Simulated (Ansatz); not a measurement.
Computed with Ansatz on PBE0-D4/def2-TZVP structures; ΔE is electronic, products minus reactants. CCSD(T)/CBS adds triple-zeta CCSD(T) − MP2 to the extrapolated MP2 energy (def2 sets, frozen cores). This one scheme is used for every species. Functionals use def2-TZVPP. HSE06 is defined as in plane-wave codes. Triplets are unrestricted, without spin–orbit coupling. For Ge outer-core shells are correlated without core-valence functions, which leaves a few kJ/mol of doubt a bond. Scalar relativity is left out up to krypton.

Consider the formal loss of a carbene: `[CH3][GeH]([CH3])[Cl]` → `[CH3][GeH2][Cl]` + `[CH2]` (triplet).

```json
{"level": "HSE06-D4", "ΔE (kJ/mol)": "471.8"}
{"level": "CAM-B3LYP-D4", "ΔE (kJ/mol)": "469.7"}
```

Problem. What does CCSD(T)/CBS give? (An estimate is asked.)

Solution. The calculation gave: +476.8 kJ/mol. The listed levels differ from it by -5.0, -7.1 kJ/mol.

Largest T1 diagnostic among the species: 0.011.

In def2-TZVPP, CCSD(T) changes the Hartree–Fock value by +142.9 kJ/mol (the triples alone add +11.8 kJ/mol) and MP2 by +159.1 kJ/mol. From PBE to PBE0 (25 % exact exchange), in def2-TZVPP and without D4, ΔE moves by −7.3 kJ/mol. At CCSD(T), def2-SVP lies −29.9 kJ/mol from the extrapolated value and def2-TZVPP −10.6 kJ/mol.
